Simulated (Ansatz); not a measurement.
Heat of formation of HOI (hypoiodous acid) from total energies

HOI: 3 atoms, total charge 0, spin state singlet. As SMILES, `OI`. Geometry: relaxed at PBE0-D4/def2-TZVP.

```xyz
3

O    -0.3762   -0.4676   -0.2534
I     1.2471    0.1302    0.6970
H    -0.8709    0.3375   -0.4436
```

Total energies at RPA@PBE/def2-TZVPP (core potential), 5 core orbitals frozen (Ansatz 0.2.0); the atoms run unrestricted:

```
species    state  energy (Eh)
    HOI  singlet  -373.066005
      O  triplet   -75.073853
      I  doublet  -297.243100
      H  doublet    -0.517613
```

Harmonic wavenumbers at PBE0-D4/def2-TZVP, in cm⁻¹: 614, 1100, 3843.

Measured heats of formation of the gaseous atoms at 298.15 K, in kJ/mol: O 249.2, I 106.8, H 218.0. Spin-orbit lowering of the atoms at 298 K (mean of the ground term's levels less their thermal mean, from spectra), in kJ/mol: O 0.40, I 30.32. Take 1 Eh = 2625.50 kJ/mol, 1 cm⁻¹ = 0.0119627 kJ/mol, RT = 2.479 kJ/mol.

What heat of formation follows?


1. Electronic atomisation energy: (-75.073853) + (-297.243100) + (-0.517613) − (-373.066005) = 0.231439 Eh = 607.6 kJ/mol.
2. Zero-point energy: half the sum of the wavenumbers, 2778.5 cm⁻¹ = 33.2 kJ/mol.
3. Thermal vibrational enthalpy, Σ hcν̃/(exp(hcν̃/kT) − 1): 0.5 kJ/mol. Translation, rotation and pV of a non-linear molecule: 4 RT = 9.9 kJ/mol.
4. The 3 free atoms carry 5/2 RT each: 18.6 kJ/mol.
5. Spin-orbit coupling lowers the free atoms by 0.40 + 30.32 = 30.7 kJ/mol.
6. Atomisation enthalpy at 298 K: 607.6 − 30.7 − 33.2 − 0.5 − 9.9 + 18.6 = 551.9 kJ/mol.
7. Sum of the atoms' heats of formation: 574.0 kJ/mol. Heat of formation: 574.0 − 551.9 = +22.1 kJ/mol.

The tabulated value is -61.3 kJ/mol (Active Thermochemical Tables), so this level is off by +83.4 kJ/mol, or 13.1 % of the atomisation enthalpy that the table implies (635.3 kJ/mol). Anharmonicity and any spin-orbit splitting of the molecule are left out, and so is core correlation.
